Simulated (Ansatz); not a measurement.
Consider the formal exchange of groups at a C–O bond: `C[O][SnH3]` + `N[SiH2]BF` → `C[SiH](N)BF` + `[OH][SnH3]`.

Computed with Ansatz on PBE0-D4/def2-TZVP structures; ΔE is electronic, products minus reactants. CBS: MP2 limit from def2 TZ/QZ plus the TZ coupled-cluster correction, frozen cores. DFT in def2-TZVPP. B3LYP here is the variant with VWN-RPA as its local correlation; programs differ in this. Elements past krypton have def2 core potentials. For Sn outer-core shells are correlated without core-valence functions, which leaves a few kJ/mol of doubt a bond. Each species was taken in one conformer, which may not be the lowest.

CCSD(T)/CBS gives -1.05 eV.

Q: Another level gave -1.04 eV. Which?
A. MP2/def2-TZVPP
B. HF/def2-TZVPP
C. r2SCAN/def2-TZVPP
D. B3LYP/def2-TZVPP

A: C. r2SCAN -1.04, B3LYP -0.96, HF/def2-TZVPP -0.89, MP2/def2-TZVPP -1.09 eV.

Largest T1 diagnostic among the species: 0.014.

In def2-TZVPP, CCSD(T) changes the Hartree–Fock value by −0.13 eV (the triples alone add −0.01 eV) and MP2 by −0.20 eV.
